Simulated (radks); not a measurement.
I0.2+, configuration [Ar] 3d10 4s2 4p(1/2: 2, 3/2: 3.8) 4d10 5s2 5p5 (fractional occupations, a model configuration). Calculated with a radial shooting solver on a logarithmic mesh with Libxc functionals: Dirac Kohn-Sham, PBEsol, spin-unpolarised, spherical densities, point nucleus; open shells fill j = l - 1/2 first.

Normalised radial functions P(r) = r R(r) (large component), r in bohr:

| r | 4d3/2 |
|---|---|
| 0.001092 | 0.0000 |
| 0.001456 | 0.0000 |
| 0.001942 | 0.0000 |
| 0.00259 | 0.0001 |
| 0.003455 | 0.0001 |
| 0.004607 | 0.0003 |
| 0.006145 | 0.0006 |
| 0.008196 | 0.0013 |
| 0.01084 | 0.0027 |
| 0.01446 | 0.0056 |
| 0.01929 | 0.0119 |
| 0.02573 | 0.0244 |
| 0.03432 | 0.0489 |
| 0.04577 | 0.0940 |
| 0.06105 | 0.1706 |
| 0.08143 | 0.2873 |
| 0.1086 | 0.4372 |
| 0.1448 | 0.5788 |
| 0.1932 | 0.6242 |
| 0.2577 | 0.4622 |
| 0.3437 | 0.0399 |
| 0.4584 | -0.5395 |
| 0.6114 | -1.0164 |
| 0.8154 | -1.1445 |
| 1.079 | -0.9219 |
| 1.439 | -0.5435 |
| 1.919 | -0.2329 |
| 2.56 | -0.0689 |
| 3.414 | -0.0129 |
| 4.554 | -0.0013 |
| 6.073 | -0.0001 |
| 8.101 | 0.0000 |

4d3/2: eigenvalue -54.338 eV, 1 radial node at r = 0.351 bohr, <r> = 0.911 bohr, 90 % of the charge inside 1.39 bohr.
